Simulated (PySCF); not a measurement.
`C=CCc1ccn(C)[n+]1C`: 4 charge schemes on one density

Species: C₈H₁₃N₂ (charge +1).
Atom-mapped SMILES: `[CH2:1]=[CH:2][CH2:3][c:4]1[cH:5][cH:6][n:7]([CH3:8])[n+:9]1[CH3:10]` (hydrogens: H11, H12 on C1; H13 on C2; H14, H15 on C3; H16 on C5; H17 on C6; H18, H19, H20 on C8; H21, H22, H23 on C10)

Geometry (GFN2-xTB, Å), atoms numbered from 1 in this order:
```xyz
23
C8H13N2 angstrom
C      3.1807    0.9557    0.7929
C      2.5013   -0.0478    0.2729
C      1.6874    0.0531   -0.9955
C      0.3126   -0.4757   -0.8061
C     -0.2533   -1.6460   -1.3056
C     -1.5477   -1.6860   -0.8271
N     -1.7536   -0.6010   -0.0762
C     -2.9476   -0.2078    0.6129
N     -0.6229    0.1321   -0.0570
C     -0.5251    1.3582    0.6806
H      3.1952    1.9361    0.3441
H      3.7777    0.8310    1.6788
H      2.5207   -1.0283    0.7269
H      2.1742   -0.5424   -1.7710
H      1.6568    1.0907   -1.3351
H      0.2221   -2.3670   -1.9376
H     -2.3130   -2.4198   -0.9856
H     -3.2879    0.7710    0.2699
H     -2.7817   -0.1686    1.6913
H     -3.7262   -0.9392    0.4080
H     -1.1548    2.1314    0.2359
H      0.5094    1.6922    0.6761
H     -0.8293    1.2052    1.7166
```

Density: PBE0/pcSseg-1 (PySCF); schemes: Mulliken, IAO, Hirshfeld and ESP-fitted. Geometry: GFN2-xTB, one conformer, isolated ion.

Problem. Give the atomic charges in each scheme.

Solution. In e:

```csv
atom,environment,Mulliken,IAO,Hirshfeld,ESP-fitted
C1,terminal =CH2 carbon,-0.119,-0.296,-0.071,-0.483
C2,alkene CH carbon,-0.251,-0.151,-0.035,-0.043
C3,benzylic-type carbon,-0.076,-0.286,-0.054,-0.164
C4,substituted aromatic carbon,+0.293,+0.139,+0.091,-0.006
C5,aromatic CH carbon,-0.289,-0.210,-0.057,-0.265
C6,aromatic CH next to a ring nitrogen,+0.319,-0.027,+0.046,-0.118
N7,ring nitrogen,-0.372,+0.050,+0.080,+0.159
C8,N-methyl carbon,-0.043,-0.327,-0.028,-0.419
N9,three-coordinate ring nitrogen,-0.462,+0.046,+0.080,+0.228
C10,N-methyl carbon,-0.058,-0.327,-0.035,-0.428
H11,vinylic hydrogen,+0.131,+0.155,+0.060,+0.224
H12,vinylic hydrogen,+0.151,+0.178,+0.069,+0.221
H13,vinylic hydrogen,+0.129,+0.159,+0.053,+0.142
H14,methylene hydrogen,+0.183,+0.189,+0.076,+0.164
H15,methylene hydrogen,+0.162,+0.169,+0.065,+0.135
H16,aromatic hydrogen,+0.131,+0.202,+0.089,+0.243
H17,aromatic hydrogen,+0.146,+0.208,+0.103,+0.238
H18,methyl hydrogen,+0.169,+0.184,+0.077,+0.188
H19,methyl hydrogen,+0.170,+0.183,+0.077,+0.193
H20,methyl hydrogen,+0.171,+0.200,+0.091,+0.209
H21,methyl hydrogen,+0.170,+0.180,+0.075,+0.192
H22,methyl hydrogen,+0.182,+0.198,+0.073,+0.207
H23,methyl hydrogen,+0.166,+0.183,+0.076,+0.182
```

Mean size of the charges over all atoms: ESP-fitted 0.211 e, Mulliken 0.189 e, IAO 0.185 e, Hirshfeld 0.068 e. Each set sums to the total charge, 1, to within 0.001 e. The IAO scheme counts the electrons in orthogonalised intrinsic atomic orbitals, a minimal basis polarised so that it spans the occupied orbitals exactly. The Hirshfeld scheme weights the molecular density at each point by an atom's share of the summed free-atom densities.

Lowest charge. The schemes don't all agree: Mulliken N9 (-0.462); IAO C8 and C10 (-0.327); Hirshfeld C1 (-0.071); ESP-fitted C1 (-0.483).

Highest charge. The schemes don't all agree: Mulliken C6 (+0.319); IAO H17 (+0.208); Hirshfeld H17 (+0.103); ESP-fitted H16 (+0.243).

Problem. How many electrons does the IAO scheme count on N9?

Solution. Z − q = 7 − (+0.046) = 6.954.

Problem. Sum the charges by element.

Solution. 
| element | atoms | Mulliken | IAO | Hirshfeld | ESP-fitted |
| --- | --- | --- | --- | --- | --- |
| C | 8 | -0.225 | -1.486 | -0.144 | -1.926 |
| N | 2 | -0.834 | +0.096 | +0.160 | +0.386 |
| H | 13 | +2.059 | +2.389 | +0.984 | +2.540 |

Problem. How closely do the schemes follow one another over all atoms?

Solution. Correlation coefficient and root-mean-square difference: IAO with Hirshfeld 0.94, 0.144 e; IAO with ESP-fitted 0.94, 0.086 e; Hirshfeld with ESP-fitted 0.89, 0.186 e; Mulliken with IAO 0.55, 0.191 e; Mulliken with Hirshfeld 0.48, 0.188 e; Mulliken with ESP-fitted 0.32, 0.259 e.

The run behind these numbers computed NMR shieldings as well. Hardware: an Arm Neoverse V1 with one thread, on a shared host. Cost: 49 s.
